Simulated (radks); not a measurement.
Results of a calculation; reference values are marked as such.
Excited configurations of Re IV: one electron is placed in a higher orbital outside [Xe] 4f14 5d3. The ground configuration is [Xe] 4f14 5d4. Code: a radial shooting solver on a logarithmic mesh with Libxc functionals. Model: scalar-relativistic Kohn-Sham, r2SCAN, spin-polarised, spherical densities, finite nucleus; open shells are filled with parallel spins first (spin-orbit coupling, left out, can overturn this in heavy ions); meta-GGA in the generalised Kohn-Sham scheme; Fermi nuclear charge, rms radius 5.3698 fm. Excitation = E - E(ground); binding = E(ion) - E, where the ion is the core of charge +4; n* = 4/sqrt(2 binding) in atomic units, and the quantum defect is n - n*.

5f: excitation (eV) 26.000; binding (eV) 14.764; n* 3.840; quantum defect 1.160; eigenvalue (eV) -12.218
6s: excitation (eV) 4.924; binding (eV) 35.840; n* 2.465; quantum defect 3.535; eigenvalue (eV) -32.099
6p: excitation (eV) 13.817; binding (eV) 26.947; n* 2.842; quantum defect 3.158; eigenvalue (eV) -23.824
6d: excitation (eV) 23.439; binding (eV) 17.325; n* 3.545; quantum defect 2.455; eigenvalue (eV) -15.094
6f: excitation (eV) 31.130; binding (eV) 9.634; n* 4.754; quantum defect 1.246; eigenvalue (eV) -8.333
7s: excitation (eV) 23.032; binding (eV) 17.732; n* 3.504; quantum defect 3.496; eigenvalue (eV) -15.967
7f: excitation (eV) 34.083; binding (eV) 6.680; n* 5.708; quantum defect 1.292; eigenvalue (eV) -5.885

The Delta-SCF ionisation energy is 40.764 eV (NIST Atomic Spectra Database: 39 eV, theoretical). Self-interaction in the functional shifts the binding energies and quantum defects, so they are the method's values and not measured ones. Open shells are spherical and high-spin; term and fine-structure splittings are not resolved. Spin-orbit splitting is averaged out at the scalar-relativistic level.
